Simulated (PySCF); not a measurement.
Mapped SMILES: `[CH3:1][NH:2][AlH:3][Cl:4]` (H(Xn): hydrogen on atom n).

Geometry: PBE0-D3(BJ)/def2-SVP; GIAO absolute shieldings from PySCF 2.14.0 with density-fitted response routines, gas phase, non-relativistic, averaged over equivalent atoms.

At PBE0/aug-cc-pVDZ (145 basis functions, 11 s wall time on 1 thread of an Arm Neoverse V1, shared host):
| atoms | σ (ppm) |
| --- | --- |
| C1 | 165.5 |
| N2 | 206.7 |
| Al3 | 451.1 |
| Cl4 | 982.6 |
| H(Al3) | 26.58 |
| H(C1) | 28.53 |
| H(N2) | 29.77 |

Predict the values at PBE0/IGLO-III on the same geometry.

Results:


```
 atoms  σ at PBE0/IGLO-III  change
    C1               152.8   -12.7
    N2               199.5    -7.2
   Al3               393.1   -58.0
   Cl4               950.3   -32.3
H(Al3)               26.76   +0.18
 H(C1)               28.59   +0.06
 H(N2)               29.90   +0.13
```

The largest change is at Al3 (aluminium bonded to Cl, N, H). Cost: 208 basis functions, 17 s wall time on 1 thread of an Arm Neoverse V1, shared host.
